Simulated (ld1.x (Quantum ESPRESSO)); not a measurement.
## Configuration tests for C (PAW)

carbon, PAW, made with ld1.x (Quantum ESPRESSO) 7.5 (Wu–Cohen, scalar-relativistic). Core [He], reference 2s2 2p2. Waves: 2s (bound): rcut 0.70, rcutus 0.95 bohr; 2s channel at 2.8 Ry: rcut 0.70, rcutus 0.95 bohr; 2p (bound): rcut 1.90, rcutus 2.10 bohr; 2p channel at 0.05 Ry: rcut 1.90, rcutus 2.10 bohr. Local part: all-electron potential smoothed inside 1.10 bohr (lloc = -1). Core correction: a·sin(br)/r model core, default radius (core density twice the valence density). Augmentation charge: PSQ, inside the norm-conserving radii.

Energies are relative to the spin-unpolarised reference configuration 2s2 2p2; without spin polarisation the order of configurations can differ from experiment. The frozen-core shift is the all-electron ΔE with the core orbitals held at their reference shape minus the fully relaxed ΔE.

Problem. Give the all-electron excitation energy and the error of the potential for: 2s2 2p1; 2s2 2p0; 2s1 2p0; 2s1 2p3; 2s1 2p2; 2s0 2p4; 2s2 2p1.5.

Solution.

```tsv
valence configuration	charge	ΔE all-electron (eV)	error AE − PS (meV)	frozen-core shift (meV)
2s2 2p1	+1	10.816	-0.6	+0.3
2s2 2p0	+2	34.888	-2.4	+4.7
2s1 2p0	+3	82.933	-18	+23
2s1 2p3	0	8.434	-0.5	+0.4
2s1 2p2	+1	19.533	-1.5	+0.7
2s0 2p4	0	16.882	-2.1	+1.5
2s2 2p1.5	+0.5	3.942	-0.1	0.0
```

Levels in the configuration 2s1 2p3:

| level | all-electron (eV) | pseudo (eV) |
| --- | --- | --- |
| 2s | -14.115 | -14.117 |
| 2p | -5.674 | -5.674 |
